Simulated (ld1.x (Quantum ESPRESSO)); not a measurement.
# What the settings do to the TM semilocal potential of Al

Base potential:

ld1.x (Quantum ESPRESSO) 7.5 input, shortened:

```
&input
   title='Al', zed=13., rel=1, dft='WC', iswitch=3,
   config='[Ne] 3s1.5 3p1.5 3d-2'
 /
 &inputp
   pseudotype=1, tm=.true., lloc=0,
   nlcc=.true., new_core_ps=.true., rcore=1.25
 /
3
3P  2  1   1.50   0.00  2.75  2.75  0.0
3D  3  2  -2.00  -0.15  3.00  3.00  0.0
3S  1  0   1.50   0.00  2.00  2.00  0.0
 &test
   configts(1)='3s1.5 3p1.5'
 /
```

All-electron outer shells of the reference configuration (Wu–Cohen, scalar-relativistic, ld1.x):

```
shell  level (eV)  outermost node (bohr)  outermost maximum (bohr)
   2s     -108.87                   0.16                      0.50
   2p      -70.58                      –                      0.43
   3s       -8.14                   0.80                      2.06
   3p       -3.01                   0.82                      2.61
```

Cutoffs, loose and tight: the cutoffs (Ry, on a coarse ladder) from which the occupation-weighted sum of valence levels, in a spherical-Bessel basis at the reference potential, stays within 10 and 1 mRy of its value at 400 Ry. They do not see the model core or the augmentation charge, which bear on the density cutoff. Test errors are all-electron minus pseudo excitation energies from the reference, over the configurations 3s2 3p1; 3s2 3p0; 3s1 3p0; 3s2 3p0.5; 3s0 3p3; 3s1 3p1; 3s2 3p1.3. A dash means not determined; rows that change the core or the reference have their own tests.

A semilocal file is local in each channel, so a ghost entry of none says nothing of the separable form that plane-wave codes build from it.

```csv
change,outcome,"cutoff, loose","cutoff, tight",bound ghosts,largest test error (meV)
base,generated,10 Ry,25 Ry,none,+10
core correction Bessel-smoothed model core inside 1.08 bohr,generated,10 Ry,25 Ry,none,+10.0
core correction Bessel-smoothed model core inside 1.28 bohr,generated,10 Ry,25 Ry,none,+10
core correction Bessel-smoothed model core inside 1.90 bohr,generated,10 Ry,25 Ry,none,-13
```

Question: What comes out with this change to the base: core correction Bessel-smoothed model core inside 1.66 bohr?

Answer: outcome: generated; cutoff, loose: 10 Ry; cutoff, tight: 25 Ry; bound ghosts: none; largest test error (meV): -8.7.

Question: What comes out with this change to the base: core correction Bessel-smoothed model core inside 2.34 bohr?

Answer: outcome: generated; cutoff, loose: 10 Ry; cutoff, tight: 25 Ry; bound ghosts: none; largest test error (meV): -16.

Question: What comes out with this change to the base: core correction none?

Answer: outcome: generated; cutoff, loose: 10 Ry; cutoff, tight: 25 Ry; bound ghosts: none; largest test error (meV): +7.3.
